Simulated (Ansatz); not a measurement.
Computed with Ansatz on PBE0-D4/def2-TZVP structures; ΔE is electronic, products minus reactants. CCSD(T)/CBS adds triple-zeta CCSD(T) − MP2 to the extrapolated MP2 energy (def2 sets, frozen cores). DFT in def2-TZVPP. B3LYP here is the variant with VWN-RPA as its local correlation; programs differ in this. Elements past krypton have def2 core potentials. For Sb outer-core shells are correlated without core-valence functions, which leaves a few kJ/mol of doubt a bond. Each species was taken in one conformer, which may not be the lowest.

Consider the redistribution: `N[SiH](O)[SbH2]` + `C[SiH2]C(C)S` → `C[CH](S)[SbH2]` + `C[SiH2][SiH](N)O`.

```json
{"level": "PBE0-D4", "ΔE (kJ/mol)": "60.8", "difference from CCSD(T)/CBS": "2.3"}
{"level": "B3LYP-D4", "ΔE (kJ/mol)": "58.9", "difference from CCSD(T)/CBS": "0.4"}
{"level": "B2PLYP", "ΔE (kJ/mol)": "58.6", "difference from CCSD(T)/CBS": "0.1"}
{"level": "PBE", "ΔE (kJ/mol)": "54.7", "difference from CCSD(T)/CBS": "-3.8"}
{"level": "r2SCAN", "ΔE (kJ/mol)": "61.8", "difference from CCSD(T)/CBS": "3.3"}
{"level": "B3LYP", "ΔE (kJ/mol)": "57.3", "difference from CCSD(T)/CBS": "-1.2"}
{"level": "HF/def2-TZVPP", "ΔE (kJ/mol)": "63.9", "difference from CCSD(T)/CBS": "5.4"}
{"level": "HF/def2-QZVPP", "ΔE (kJ/mol)": "63.6", "difference from CCSD(T)/CBS": "5.1"}
{"level": "HF/CBS(def2)", "ΔE (kJ/mol)": "63.5", "difference from CCSD(T)/CBS": "5.0"}
{"level": "CCSD/CBS(def2)", "ΔE (kJ/mol)": "59.7", "difference from CCSD(T)/CBS": "1.2"}
{"level": "CCSD(T)/CBS", "ΔE (kJ/mol)": "58.5", "difference from CCSD(T)/CBS": "0"}
```

Largest T1 diagnostic among the species: 0.013.

From PBE to PBE0 (25 % exact exchange), in def2-TZVPP and without D4, ΔE moves by +4.9 kJ/mol. In def2-TZVPP, CCSD(T) changes the Hartree–Fock value by −7.3 kJ/mol (the triples alone add −1.2 kJ/mol) and MP2 by −3.2 kJ/mol.
